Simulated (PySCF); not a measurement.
A GIAO shielding run with PySCF 2.14.0 with density-fitted response routines (density fitting, non-relativistic, gas phase) on SMILES N#CC[Si@@H]1CSCS1, C4H7NS2Si:

```
$ OMP_NUM_THREADS=1 python probes_run.py task.json out

{"job": {"kind": "nmr", "xc": "PBE0", "basis": "pcSseg-1"}, "charge": 0, "multiplicity": 1}
N      3.651346     0.927685     0.579430
C      2.885834     0.239893     0.080693
C      1.894098    -0.585978    -0.530683
Si     0.236015     0.358467    -0.593858
C     -0.506410     0.637860     1.146385
S     -1.835696    -0.573707     1.430898
C     -2.509697    -0.560553    -0.244718
S     -1.241123    -0.905001    -1.508447
H      2.215717    -0.840075    -1.540879
H      1.800336    -1.513115     0.039741
H      0.329148     1.629012    -1.310963
H     -0.926726     1.637519     1.249501
H      0.217822     0.490536     1.943834
H     -3.260088    -1.343963    -0.306153
H     -2.954991     0.409410    -0.456694
```

Hardware: 1 thread of an Arm Neoverse N1, shared host. The job also computes population analyses, field gradients, ring-centre shieldings.

**Question.** How large is the calculation?

**Answer.** 84 electrons, 192 basis functions and 1061 auxiliary functions.

**Question.** How long does it take, and how much memory does it need?

**Answer.** 58 s of wall time, with 14 SCF cycles and 5 response iterations; peak memory 0.78 GiB. Times on a shared host scatter by some tens of per cent.
